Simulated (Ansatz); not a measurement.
The cluster In₂N₃⁻, relaxed as a singlet with RKS PBE0-D4/def2-SVPD in Ansatz, starting from the GFN1-xTB geometry. Force threshold 0.02 eV/Å.

In the def2 sets In takes a core potential; there is no spin–orbit coupling. At PBE0-D4/def2-SVPD a quintet of charge -1 lies 1.53 eV below the restricted singlet, each at its own geometry. The structure comes from a short search, and lower isomers may exist.

Start:

Cartesian coordinates in Å:
```
In -1.567 -0.429 1.131
In 1.906 -0.729 -1.176
N 1.119 1.071 -0.843
N -1.763 1.598 0.812
N 0.304 -1.511 0.077
```

Q: Estimate the energy that the relaxation releases and the steps that it takes.

A: 8.19 eV, in 22 steps; 50 s on 4 threads of Arm Neoverse V1 on a shared host. No frequencies were taken in this run, so the end may be a saddle point.

Q: Does the start keep its bonding?

A: Bonds formed: N3–N5 (atoms count from 1).

Q: Predict the relaxed structure.

A: 
```csv
atom,x (Å),y (Å),z (Å)
In1,-1.314,0.640,0.607
In2,1.958,-1.672,-1.644
N3,1.714,0.000,0.076
N4,-2.968,1.330,1.240
N5,0.610,-0.298,-0.279
```
Bond lengths (bridged metal pairs left out): 4 × In–N 1.90 to 2.41 Å; 1 × N–N 1.20 Å.
